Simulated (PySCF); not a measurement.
C₂H₁₀Cl₂Si₃, SMILES C[SiH](C)[SiH2][SiH](Cl)Cl (GFN2-xTB optimised geometry):

```
17

Si     0.159    -0.728    -2.063
Cl    -1.875    -0.663    -2.200
Cl     0.679    -2.696    -2.188
Si     0.824     0.100     0.000
Si    -0.061    -1.028     1.852
C     -1.962    -1.047     1.743
C      0.454    -0.167     3.474
H      0.610    -0.159    -3.332
H      0.488     1.536     0.000
H      2.297     0.100     0.000
H      0.407    -2.427     1.924
H     -2.409    -1.576     2.581
H     -2.297    -1.536     0.833
H     -2.370    -0.040     1.739
H      0.040    -0.669     4.344
H      1.534    -0.156     3.585
H      0.113     0.864     3.498
```

Level of theory: B3LYP/def2-SVP in PySCF.

**Question.** What are the frontier orbital energies and the dipole moment?

**Answer.** HOMO-2 -8.57 eV, HOMO-1 -8.26 eV, HOMO -7.68 eV, LUMO -0.61 eV, LUMO+1 -0.29 eV; dipole moment 2.11 D.

On the same geometry PBE/def2-SVP run with PySCF gives HOMO-2 -7.48 eV, HOMO-1 -7.27 eV, HOMO -6.73 eV, LUMO -1.29 eV, LUMO+1 -1.00 eV; dipole moment 2.10 D.

Meta-Löwdin charges at B3LYP/def2-SVP: Si1 0.62, Cl2 -0.28, Cl3 -0.28, Si4 0.11, Si5 0.57, C6 -0.52, C7 -0.52, H8 -0.09, H9 -0.08, H10 -0.08, H11 -0.11, H12 0.11, H13 0.11, H14 0.11, H15 0.11, H16 0.11, H17 0.11.
